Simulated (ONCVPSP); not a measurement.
## As (Z = 33): excitation energies, all-electron against ONCV

```
Element                 : arsenic (As)
Generator               : ONCVPSP 4.0.1
Type                    : optimised norm-conserving Vanderbilt (ONCV)
Functional              : PBEsol
Relativity              : scalar-relativistic
Frozen core             : [Ar]
Valence charge          : 15
Reference configuration : 3d10 4s2 4p2.5 (charge +0.5)
Partial waves           : 4s: rc 1.45 bohr, ncon 4, nbas 8, qcut 5 1/bohr, 2 projectors, debl 3.6 Ha; 4p: rc 1.90 bohr, ncon 4, nbas 7, qcut 4 1/bohr, 1 projector; 3d: rc 0.85 bohr, ncon 4, nbas 9, qcut 22.5 1/bohr, 2 projectors, debl 2.9 Ha
Local potential         : polynomial inside 0.75 bohr (lpopt 5, dvloc0 4 Ha)
Core correction         : polynomial model core, fcfact 0.65
```

Energies are relative to the spin-unpolarised reference configuration 3d10 4s2 4p2.5; without spin polarisation the order of configurations can differ from experiment.

| valence configuration | charge | ΔE all-electron (eV) | error AE − PS (meV) |
| --- | --- | --- | --- |
| 3d10 4s2 4p3 | 0 | -3.558 | +2.0 |
| 3d10 4s1 4p4 | 0 | 5.867 | -0.1 |

(1) What are ΔE and the potential's error for 3d10 4s2 4p2?

(2) What are ΔE and the potential's error for 3d10 4s2 4p1?

Note: ghosts flagged at negative energy: s at -84.2 eV; GHOST(+) flagged for p at 5.2 eV. A true bound ghost makes a file unfit for plane-wave use.

## Answers

(1) ΔE = 5.600 eV all-electron; the error (AE − PS) is +1.1 meV.

(2) ΔE = 23.542 eV all-electron; the error (AE − PS) is +12 meV.
